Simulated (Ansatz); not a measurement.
Reaction (substitution at a C–O bond): `C[O][GeH]([F])[SH]` + `C[NH][Hf]([F])([F])[F]` → `C[N](C)[Hf]([F])([F])[F]` + `[OH][GeH]([F])[SH]`

Gas-phase electronic energies from Ansatz, PBE0-D4/def2-TZVP geometries. CBS: MP2 limit from def2 TZ/QZ plus the TZ coupled-cluster correction, frozen cores. Elements past krypton have def2 core potentials. For Ge, Hf outer-core shells are correlated without core-valence functions, which leaves a few kJ/mol of doubt a bond. Scalar relativity is left out up to krypton. One conformer a species, not always the lowest.

`C[O][GeH]([F])[SH]`:

Z-matrix (Å, degrees):
```
C
O 1 1.415
H 1 1.091 2 107.5
H 1 1.096 2 111.8 3 119.1
H 1 1.095 2 111.2 3 -118.9
Ge 2 1.752 1 121.1 3 -168.7
S 6 2.208 2 112.6 1 49.7
F 6 1.738 2 107.8 1 -64.7
H 6 1.525 2 106.5 1 177.9
H 7 1.344 6 91.2 2 -109.6
```

`C[NH][Hf]([F])([F])[F]`:

Z-matrix (Å, degrees):
```
C
Hf 1 3.097
N 1 1.452 2 31.6
H 1 1.095 2 123.7 3 -77.2
H 1 1.095 2 78.7 3 180.0
H 1 1.095 2 123.7 3 77.2
F 2 1.908 1 129.6 3 -0.0
F 2 1.913 1 95.7 3 126.1
F 2 1.913 1 95.7 3 -126.1
H 3 1.012 1 111.7 2 180.0
```

`C[N](C)[Hf]([F])([F])[F]`:

Cartesian coordinates in Å:
```
C 1.351 0.624 0.393
N 0.143 -0.079 0.023
C 0.227 -1.505 0.253
Hf -1.510 0.843 -0.649
F -2.472 -0.410 -1.725
F -0.953 2.425 -1.567
F -2.588 1.340 0.856
H 1.260 1.696 0.192
H 2.215 0.257 -0.178
H 1.578 0.501 1.460
H 1.048 -1.953 -0.323
H 0.399 -1.732 1.314
H -0.696 -2.007 -0.050
```

`[OH][GeH]([F])[SH]`:

```xyz
7

O    -0.752    0.728    1.179
Ge   -0.344   -0.431   -0.077
F    -1.563   -0.372   -1.306
S     1.475    0.137   -1.184
H    -0.677    1.640    0.883
H    -0.368   -1.809    0.576
H     2.229    0.107   -0.071
```

```
                   species  CCSD(T)/CBS(def2) energy (Eh)
      `C[O][GeH]([F])[SH]`                    -2689.98857
  `C[NH][Hf]([F])([F])[F]`                     -442.72332
`C[N](C)[Hf]([F])([F])[F]`                     -481.97483
      `[OH][GeH]([F])[SH]`                    -2650.74902
```

Task: Work out ΔE.

Result: ΔE = (-481.97483) + (-2650.74902) − (-2689.98857) − (-442.72332) = -0.01196 Eh = -7.5 kcal/mol.

Largest T1 diagnostic among the species: 0.015.

In def2-TZVPP, CCSD(T) changes the Hartree–Fock value by −3.1 kcal/mol (the triples alone add −0.4 kcal/mol) and MP2 by −4.4 kcal/mol.
